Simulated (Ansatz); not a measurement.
The cluster Ge₄. The state is a singlet with charge 0. Geometry r2SCAN-D4/def2-SVP, that of the charge +1 doublet.

```
atom    x (Å)    y (Å)    z (Å)
 Ge1   0.8474   0.9710  -0.6030
 Ge2   0.5885   0.5873   1.7729
 Ge3  -0.5882  -0.5876  -1.7729
 Ge4  -0.8477  -0.9707   0.6030
```

The structure comes from a short search, and lower isomers may exist.

Task: Estimate the orbital energies around the gap (eV) in Ansatz with PBE-D4/def2-TZVP, r2SCAN-D4/def2-TZVP, PBE0-D4/def2-TZVP.

Result: 
```tsv
orbital	PBE-D4/def2-TZVP	r2SCAN-D4/def2-TZVP	PBE0-D4/def2-TZVP
HOMO−5	-11.12	-11.57	-12.49
HOMO−4	-8.54	-8.82	-9.61
HOMO−3	-6.27	-6.58	-7.17
HOMO−2	-6.18	-6.45	-6.87
HOMO−1	-5.88	-6.18	-6.73
HOMO	-4.68	-4.93	-5.57
LUMO	-3.91	-3.97	-3.29
LUMO+1	-3.37	-3.41	-2.70
LUMO+2	-2.98	-3.03	-2.43
LUMO+3	-1.51	-1.40	-0.64
LUMO+4	-0.87	-0.61	-0.16
LUMO+5	-0.05	0.24	0.61
```
